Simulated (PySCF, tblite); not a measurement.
CH₇BO₂Si.
Atom-mapped SMILES: `[CH3:1][SiH2:2][B:3]([OH:4])[OH:5]` (hydrogens: H6, H7, H8 on C1; H9, H10 on Si2; H11 on O4; H12 on O5)

Jobs on this species (12 atoms, 48 electrons) with PySCF (density fitting) and tblite. Hardware of each: one thread, Arm Neoverse N1 (aarch64), shared host. Times come from a shared host and carry two figures at best.

Question: Rank these jobs by wall time, shortest first.
A. GFN2-xTB; L-BFGS relaxation
B. PBE0/def2-SVPD; 8 singlets by full TDDFT, 3 Tamm–Dancoff triplets, polarisability, density and orbital grids written; 166 basis functions
C. delta-SCF UKS SCAN, pcX-2 on the ionised atom, pcseg-1 elsewhere, spin-free X2C; ΔSCF core ionisation, 5 holes; 151 basis functions

Answer: A (0.51 s), B (39 s), C (69 s).

All jobs:

| level and settings | work | basis functions | SCF cycles | wall time |
| --- | --- | --- | --- | --- |
| GFN2-xTB | L-BFGS relaxation | – | – | 0.51 s |
| PBE0/pcSseg-1 | shieldings, charges and field gradients, density and orbital grids written | 127 | 13 | 27 s |
| PBE0/def2-SVPD | 8 singlets by full TDDFT, 3 Tamm–Dancoff triplets, polarisability, density and orbital grids written | 166 | 13 | 39 s |
| delta-SCF UKS SCAN, pcX-2 on the ionised atom, pcseg-1 elsewhere, spin-free X2C | ΔSCF core ionisation, 5 holes | 151 | 78 | 69 s |

What do all jobs in the table cost together?

About 2.3 min; the longest takes about 51 % of that, and about 140 times as long as the shortest.
